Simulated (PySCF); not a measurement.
Potential energy of AlAs along the bond

Set-up: Al def2-SVP, As def2-SVP; no relativity (PySCF 2.14). Energies in eV from Al + As in their ground configurations at the same level. State: ³Σ⁻ (triplet), unpaired electrons π ↑↑.

All columns are UHF. A positive dipole means Al(−)As(+).

```
R (Å)  E (eV)  μ (D)  Mulliken charge on Al (basis-dependent)  HOMO (eV)  LUMO (eV)  Mayer bond order  ⟨S²⟩
2.183  -0.328   0.57                                     0.23      -7.19      -0.39              1.04  2.01
2.285  -0.703   0.11                                     0.28      -7.22      -0.22              1.00  2.01
2.387  -0.909  -0.36                                     0.32      -7.22      -0.08              0.96  2.01
2.463  -0.983  -0.72                                     0.34      -7.20       0.01              0.94  2.02
2.539  -1.005  -1.08                                     0.35      -7.16       0.09              0.92  2.02
2.615  -0.988  -1.44                                     0.37      -7.10       0.15              0.91  2.02
2.717  -0.921  -1.89                                     0.37      -6.99       0.21              0.89  2.03
2.844  -0.790  -2.40                                     0.37      -6.81       0.25              0.87  2.04
2.996  -0.603  -2.81                                     0.34      -6.56       0.27              0.81  2.11
3.199  -0.382  -2.64                                     0.26      -6.26       0.33              0.64  2.33
```

A fit through these points gives, at Re = 2.541 Å, μ = -1.09 D and dμ/dR = -4.70 D/Å; the reduced mass is 19.84 u.

Q: How strong is the fundamental in the double-harmonic approximation, I = 42.26·(dμ/dR)²/μred km/mol?

A: I = 42.26·(-4.70)²/19.84 = 47.1 km/mol at UHF.

⟨S²⟩ of the unrestricted solution departs from its pure value on part of the curve, where spin states mix. Spin–orbit coupling is left out. Hartree–Fock leaves out correlation, which carries a large part of most bond energies and some tenths to 1 eV of ionisation energies. The state was picked by a PBE0 search and need not be the measured ground state.
